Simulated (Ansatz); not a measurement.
One change: `[CH3][Al]([F])[CH2]O` becomes `[CH3][Al]([F])[GeH3]`.

Ansatz, PBE0-D4/def2-TZVP geometries, multiplicity 1. Each molecule was computed in one conformer, which needn't be the lowest.

Scalar relativity is left out up to krypton.

```tsv
property	`[CH3][Al]([F])[CH2]O`
HOMO energy (B3LYP/def2-TZVPP) / eV	-6.83
LUMO energy (PBE0/def2-TZVPP) / eV	-0.49
HOMO energy (PBE0/def2-TZVPP) / eV	-7.04
HOMO–LUMO gap (PBE0/def2-TZVPP) / eV	6.55
size of the dipole moment (B3LYP/def2-TZVPP) / D	1.78
HOMO energy (PBE/def2-TZVPP) / eV	-5.59
```

(1) Give the same properties after the change, and the shifts. (Estimate.)

Results:

(1) Ansatz gave: 
```json
{"property": "HOMO energy (B3LYP/def2-TZVPP) / eV", "`[CH3][Al]([F])[GeH3]`": "-7.38", "shift": "-0.55"}
{"property": "LUMO energy (PBE0/def2-TZVPP) / eV", "`[CH3][Al]([F])[GeH3]`": "-1.35", "shift": "-0.86"}
{"property": "HOMO energy (PBE0/def2-TZVPP) / eV", "`[CH3][Al]([F])[GeH3]`": "-7.57", "shift": "-0.53"}
{"property": "HOMO–LUMO gap (PBE0/def2-TZVPP) / eV", "`[CH3][Al]([F])[GeH3]`": "6.22", "shift": "-0.33"}
{"property": "size of the dipole moment (B3LYP/def2-TZVPP) / D", "`[CH3][Al]([F])[GeH3]`": "1.76", "shift": "-0.02"}
{"property": "HOMO energy (PBE/def2-TZVPP) / eV", "`[CH3][Al]([F])[GeH3]`": "-6.45", "shift": "-0.86"}
```

With PBE0 the HOMO falls by 0.53 eV and the LUMO falls by 0.86 eV, so the gap narrows by about 0.33 eV. PBE moves the HOMO by -0.86 eV and ωB97M-V by -0.25 eV. Dipoles are sizes alone; their direction can turn.

B3LYP here is the variant with VWN-RPA as its local correlation; programs differ in this.
